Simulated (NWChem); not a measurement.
Species: BBr2 cation

```xyz
3

Br     0.0000     0.0000    -1.7732
B      0.0000     0.0000     0.0000
Br     0.0000     0.0000     1.7732
```
Atoms are numbered in this order, from 1.

Results from NWChem. Pople sets run with spherical d functions. Coordinates come from a B3LYP/6-31G* (spherical d) optimisation.

Q: Taking PBE/6-311G** as the yardstick, which of these has the fewest basis functions while keeping “highest occupied level (eV)” within 0.2 eV of it: PBE/STO-3G; PBE/3-21G; PBE/6-31G*?

A: PBE/3-21G.
```csv
level,basis functions,highest occupied level (eV)
PBE/STO-3G,41,-12.85
PBE/3-21G,53,-14.25
PBE/6-31G*,78,-14.27
PBE/6-311G**,106,-14.29
```

The yardstick is one finite set, not the basis-set limit.
